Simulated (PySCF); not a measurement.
Give a PBE0-D3(BJ)/def2-SVP geometry of `FC[C@@]12CC[C@@H]1[C@H]2OC(F)F`.

```xyz
20
C7H9F3O angstrom
F     -1.8251   -0.9160   -2.0095
C     -0.5896   -0.3956   -1.6921
C     -0.5774    0.0406   -0.2699
C     -1.6212    0.9523    0.3667
C     -1.5795    0.0842    1.6546
C     -0.5271   -0.8024    1.0082
C      0.6430    0.0185    0.6050
O      1.7375   -0.7315    0.1709
C      2.7059   -0.0187   -0.4532
F      3.7632   -0.8125   -0.5903
F      2.3101    0.3599   -1.6909
H      0.1799   -1.1616   -1.8694
H     -0.3928    0.4568   -2.3652
H     -1.3408    2.0142    0.4646
H     -2.5866    0.8824   -0.1517
H     -2.5263   -0.4435    1.8313
H     -1.2783    0.5876    2.5878
H     -0.4193   -1.8857    1.1046
H      0.9249    0.9173    1.1782
H      2.9894    0.8977    0.0993
```

Any rigid rotation of these coordinates is as good. Atoms count from 1 in this order. The 4-membered ring C3–C4–C5–C6 has internal angles of 89.5° to 90.6°; it is planar, 0.00 Å rms from its mean plane, widest ring torsion 1°. The C–F distances run from 1.329 Å (C9–F10, drawn single) to 1.378 Å (F1–C2, drawn single), a spread of 0.049 Å. The 7 C–C bonds span 1.485 Å (C6–C7, drawn single) to 1.554 Å (C4–C5, drawn single), a spread of 0.069 Å. The C–O distances run from 1.355 Å (O8–C9, drawn single) to 1.396 Å (C7–O8, drawn single), a spread of 0.041 Å.

Bonds between heavy atoms (Å): F1–C2 1.378, C2–C3 1.488, C3–C4 1.525, C4–C5 1.554, C5–C6 1.520, C6–C7 1.485, C7–O8 1.396, O8–C9 1.355, C9–F10 1.329, C9–F11 1.354, C3–C6 1.532, C3–C7 1.502.

Computed with PySCF 2.14.0, PBE0-D3(BJ)/def2-SVP geometry optimisation, gas phase.

Point group: C1 (no symmetry element, even within 0.4 Å). No frequency check. The numbers are those of one conformer (F1–C2–C3–C4 -51°, C6–C7–O8–C9 167°, C7–O8–C9–F10 169°).

The run took about 4 min of CPU time (one thread, shared machine). These figures are those of the optimisation.
